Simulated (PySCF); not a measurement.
Delta-SCF ions had no search for a lower state. Excitations are Tamm–Dancoff values on a coarser integration grid. The basis has no diffuse functions, so Rydberg states are missing or too high.

Cartesian coordinates (Å):
```xyz
4

Cl    -1.2449    -1.7060     0.0239
Ga     0.0000     0.0000     0.0000
Cl    -0.8550     1.9308    -0.0427
Cl     2.1000    -0.2248     0.0188
```
Charge 0, multiplicity 1.

Problem. Estimate the T1 excitation (TDA), HOMO, dipole moment, S1–T1 gap (TDA), total energy, vertical ionisation energy (Delta-SCF), HOMO–LUMO gap and LUMO that PySCF with PBE-D3(BJ)/def2-TZVP // PBE0-D3(BJ)/def2-TZVP returns for this input.

Solution. 
```yaml
T1 excitation (TDA): 4.96 eV
HOMO: -8.01 eV
dipole_moment: 0.00 D
S1–T1 gap (TDA): 0.32 eV
total_energy: -3304.8133 Ha
vertical ionisation energy (Delta-SCF): 10.89 eV
HOMO–LUMO gap: 5.12 eV
LUMO: -2.89 eV
```
